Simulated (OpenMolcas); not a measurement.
Ru5+ (d3) among equal point charges was computed by CASSCF with the d shell active (OpenMolcas, ANO-RCC-VTZP on the metal). Its lowest spin-free states, and all those of the highest spin:

```json
{"2S+1": "4", "Degeneracy": "1", "E (cm-1)": "0.0"}
{"2S+1": "4", "Degeneracy": "1", "E (cm-1)": "2274"}
{"2S+1": "4", "Degeneracy": "2", "E (cm-1)": "4006"}
{"2S+1": "4", "Degeneracy": "2", "E (cm-1)": "5503"}
{"2S+1": "4", "Degeneracy": "1", "E (cm-1)": "6143"}
{"2S+1": "4", "Degeneracy": "1", "E (cm-1)": "15880"}
{"2S+1": "2", "Degeneracy": "2", "E (cm-1)": "17603"}
{"2S+1": "2", "Degeneracy": "1", "E (cm-1)": "17828"}
{"2S+1": "2", "Degeneracy": "2", "E (cm-1)": "18505"}
{"2S+1": "2", "Degeneracy": "1", "E (cm-1)": "19233"}
{"2S+1": "2", "Degeneracy": "1", "E (cm-1)": "20016"}
{"2S+1": "2", "Degeneracy": "2", "E (cm-1)": "20645"}
{"2S+1": "4", "Degeneracy": "2", "E (cm-1)": "22234"}
```

Problem. Is the site octahedral, tetrahedral or cube-like, axial, or of lower symmetry?

Solution. The states with 2S+1 = 4 have orbital degeneracies 1, 1, 2, 2, 1, 1, 2. There are pairs but no triples, so the site is axial: not cubic, but with a proper or improper axis of order three or more. The run had Ru5+ among 6 point charges of -1.7 e arranged as a trigonal antiprism (D3d), 2.24 Å from the ion, with a polar angle of 63.5° against the regular 54.74°.

Spin-orbit coupling mixes the spin-free states strongly: the lowest level takes only 70 % from its leading state, 4A2. Without dynamic correlation the repulsion within the d shell is too large (B by tens of per cent), so at a given field states of lower spin stand too high. Point charges carry no covalency, so the field is a model and not that of real ligands. No measured value stands beside these numbers.
